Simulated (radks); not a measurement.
Problem. These are the eigenvalues of the occupied orbitals of an atom or ion with whole-number occupations (eV). Method: non-relativistic Kohn-Sham, LDA (Slater exchange, Perdew-Wang correlation), spin-polarised, spherical densities, point nucleus; computed with a radial shooting solver on a logarithmic mesh with Libxc functionals.

orbital  eigenvalue
1s up     -270.4887
1s down   -269.5442
2s up      -14.4472
2s down    -11.8478
2p up       -6.1829

Which element is it, and in what charge state? The configuration may be excited. Open shells, if any, are filled with parallel spins first.

Solution. Z = 6, carbon, charge 0: C in [He] 2s2 2p2. The list shows which subshells hold electrons but not how many an open one holds; the 1s level, -9.9403 hartree, gives Z - s = 4.5 by -(Z - s)^2/2, which with screening narrows Z to a few neighbours, and the depths of the outer levels then fix element, charge and occupations together.
